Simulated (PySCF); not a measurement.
**BeH: from constants to spectrum**

UHF-CCSD(T) constants of BeH, ²Σ⁺ (doublet), unpaired electrons σ ↑ (PySCF, no relativity, basis sets Be aug-pcseg-1, H aug-pcseg-1; masses 9.0122 and 1.0078 u):

| Quantity | Value |
| --- | --- |
| ωe | 2034.2 cm⁻¹ |
| ωexe | 39.5 cm⁻¹ |
| Be | 10.205 cm⁻¹ |
| αe | 0.320 cm⁻¹ |
| D (centrifugal) | 0.00103 cm⁻¹ |
| De to Be + H | 1.86 eV |

(1) Give the vibrational terms G(v) and spacings up to v = 6.

(2) How well does the Morse estimate ωe²/(4ωexe) reproduce De, and what is D0?

Correlated steps freeze no core orbitals. Correlated levels converge slowly with the basis: in double zeta they bind strong bonds too weakly, by up to about 1 eV, and carry superposition errors of some tenths. The state is the lowest determinant that a PBE0 search found; another state may lie lower at other levels.

Results:

(1) G(v) = ωe(v+½) − ωexe(v+½)².

```csv
v,G(v) (cm⁻¹),G(v) − G(v−1),Bv (cm⁻¹)
0,1007,,10.04
1,2962,1955,9.72
2,4839,1876,9.40
3,6636,1797,9.09
4,8354,1718,8.77
5,9993,1639,8.45
6,11553,1560,8.12
```

(2) It gives 3.25 eV, 175 % of the computed De. D0 = De − G(0) = 1.86 − 0.12 = 1.74 eV.
